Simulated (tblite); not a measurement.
Parent: `[CH3:1][NH:2][C:3]([CH3:4])([CH3:5])[SiH2:6][SiH2:7][F:8]` with C1–N2–C3–C4 -51°, N2–C3–Si6–Si7 35°, C3–Si6–Si7–F8 167°, C4H14FNSi2.

Structures optimised with GFN2-xTB, isolated species. One conformer each, not checked by frequencies here.

| coordinate of the parent | value |
| --- | --- |
| C1–N2 | 1.448 Å |
| N2–C3 | 1.467 Å |
| C3–C4 | 1.530 Å |
| C3–C5 | 1.529 Å |
| C3–Si6 | 1.924 Å |
| Si6–Si7 | 2.301 Å |
| Si7–F8 | 1.621 Å |
| C1–N2–C3 | 116.7° |
| N2–C3–C4 | 113.8° |
| N2–C3–C5 | 106.3° |
| N2–C3–Si6 | 106.1° |
| C4–C3–C5 | 108.6° |
| C4–C3–Si6 | 112.8° |
| C5–C3–Si6 | 109.0° |
| C3–Si6–Si7 | 105.9° |
| Si6–Si7–F8 | 106.0° |

Task: How does the shared frame change in `[CH3:1][NH:2][C:3]([CH3:4])([CH3:5])[SiH2:6][CH2:7][F:8]` with C1–N2–C3–C4 -53°, N2–C3–Si6–C7 44°, C3–Si6–C7–F8 75°, C5H14FNSi? Atoms pair as C1 = C1, N2 = N2, C3 = C3, C4 = C4, C5 = C5, Si6 = Si6 (parent first).

Result: 
```csv
parent,relative,value in the relative,change
C1–N2,C1–N2,1.446 Å,-0.002
N2–C3,N2–C3,1.463 Å,-0.004
C3–C4,C3–C4,1.535 Å,+0.005
C3–C5,C3–C5,1.532 Å,+0.003
C3–Si6,C3–Si6,1.924 Å,0.000
C1–N2–C3,C1–N2–C3,117.3°,+0.6
N2–C3–C4,N2–C3–C4,113.5°,-0.3
N2–C3–C5,N2–C3–C5,106.2°,-0.1
N2–C3–Si6,N2–C3–Si6,108.5°,+2.4
C4–C3–C5,C4–C3–C5,108.6°,0.0
C4–C3–Si6,C4–C3–Si6,111.0°,-1.8
C5–C3–Si6,C5–C3–Si6,108.8°,-0.2
```

Of the parent's bonds, N2–C3 and C3–C4 change most and about equally (-0.004 to +0.005 Å). Bonds of the relative outside the shared frame: Si6–C7 1.916, C7–F8 1.382 Å. Point group C1 → C1.

Task: How does the shared frame change in `[CH3:1][NH:2][C:3]([CH3:4])([CH3:5])[SiH2:6][NH:7][SiH2:8][F:9]` with C1–N2–C3–C4 -179°, N2–C3–Si6–N7 86°, C3–Si6–N7–Si8 -176°, Si6–N7–Si8–F9 -27°, C4H15FN2Si2? Atoms pair as C1 = C1, N2 = N2, C3 = C3, C4 = C5, C5 = C4, Si6 = Si6 (parent first).

Result: 
| parent | relative | value in the relative | change |
| --- | --- | --- | --- |
| C1–N2 | C1–N2 | 1.445 Å | -0.003 |
| N2–C3 | N2–C3 | 1.461 Å | -0.006 |
| C3–C4 | C3–C5 | 1.535 Å | +0.005 |
| C3–C5 | C3–C4 | 1.529 Å | 0.000 |
| C3–Si6 | C3–Si6 | 1.918 Å | -0.006 |
| C1–N2–C3 | C1–N2–C3 | 117.6° | +0.9 |
| N2–C3–C4 | N2–C3–C5 | 112.9° | -0.9 |
| N2–C3–C5 | N2–C3–C4 | 105.6° | -0.7 |
| N2–C3–Si6 | N2–C3–Si6 | 109.9° | +3.8 |
| C4–C3–C5 | C5–C3–C4 | 108.2° | -0.4 |
| C4–C3–Si6 | C5–C3–Si6 | 112.6° | -0.2 |
| C5–C3–Si6 | C4–C3–Si6 | 107.2° | -1.8 |

Of the parent's bonds, N2–C3, C3–C4 and C3–Si6 change most and about equally (-0.006 to +0.005 Å). Bonds of the relative outside the shared frame: Si6–N7 1.739, N7–Si8 1.719, Si8–F9 1.603 Å. Point group C1 → C1.

Task: How does the shared frame change in `[CH3:1][NH:2][C:3]([CH3:4])([CH3:5])[SiH2:6][SiH3:7]` with C1–N2–C3–C4 -171°, N2–C3–Si6–Si7 -45°, C4H15NSi2? Atoms pair as C1 = C1, N2 = N2, C3 = C3, C4 = C5, C5 = C4, Si6 = Si6, Si7 = Si7 (parent first).

Result: 
```tsv
parent	relative	value in the relative	change
C1–N2	C1–N2	1.443 Å	-0.005
N2–C3	N2–C3	1.463 Å	-0.004
C3–C4	C3–C5	1.530 Å	0.000
C3–C5	C3–C4	1.531 Å	+0.002
C3–Si6	C3–Si6	1.945 Å	+0.021
Si6–Si7	Si6–Si7	2.308 Å	+0.007
C1–N2–C3	C1–N2–C3	116.7°	0.0
N2–C3–C4	N2–C3–C5	108.5°	-5.3
N2–C3–C5	N2–C3–C4	106.1°	-0.2
N2–C3–Si6	N2–C3–Si6	114.8°	+8.7
C4–C3–C5	C5–C3–C4	108.4°	-0.2
C4–C3–Si6	C5–C3–Si6	110.1°	-2.7
C5–C3–Si6	C4–C3–Si6	108.6°	-0.4
C3–Si6–Si7	C3–Si6–Si7	111.0°	+5.1
```

Of the parent's bonds, C3–Si6 changes most (+0.021 Å). Point group C1 → C1.

These are computed values.
